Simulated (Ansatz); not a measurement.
Cost and result up the ladder for the cluster Cu₃H₃ (6 atoms). The state is a singlet with charge 0. Geometry: PBE-D4/def2-SVP.

```
atom   x (Å)   y (Å)   z (Å)
 Cu1   0.834   1.692   0.163
 Cu2   0.962  -0.215   1.617
 Cu3  -0.333  -0.274  -0.330
  H4  -0.183   1.179  -1.057
  H5  -1.268  -1.042  -1.256
  H6  -0.013  -1.340   0.863
```

Ansatz on 4 threads of Intel Xeon 6975P-C on a shared host. Times are rough, and most runs start from the orbitals of an earlier one. No level here is sound enough to serve as a yardstick. Binding counts from free atoms at the same level (Cu doublet, H doublet; other spins of the atoms weren't run), without zero-point energy or a counterpoise term.

HSE06 is defined as in plane-wave codes, on full-range PBE exchange. No other spin state of charge 0 was run. Another isomer (singlet) lies 1.64 eV lower at PBE0-D4/def2-TZVP; other spin states weren't run for this one.

Run but left out: CCSD(T)/def2-TZVP (restricted singlet, unstable towards broken spin symmetry).

| level | functions | binding energy per atom (eV) | remarks |
| --- | --- | --- | --- |
| B97M-V/def2-TZVP | 153 | 1.90 | restricted SCF unstable in HF |
| HSE06-D4/def2-TZVP | 153 | 1.72 | restricted SCF unstable in HF |
| PBE-D4/def2-TZVP (with forces) | 153 | 1.90 | restricted SCF unstable in HF |
| r2SCAN-D4/def2-TZVP | 153 | 1.96 | restricted SCF unstable in HF |
| PBE0-D4/def2-TZVP | 153 | 1.72 | restricted SCF unstable in HF |

Q: Estimate how long each takes.

A: PBE-D4/def2-TZVP (with forces) 1.1 s; HSE06-D4/def2-TZVP 1.6 s; r2SCAN-D4/def2-TZVP 1.7 s; PBE0-D4/def2-TZVP 1.8 s; B97M-V/def2-TZVP 3.1 s. On shared hardware such times vary by a factor of up to 3.
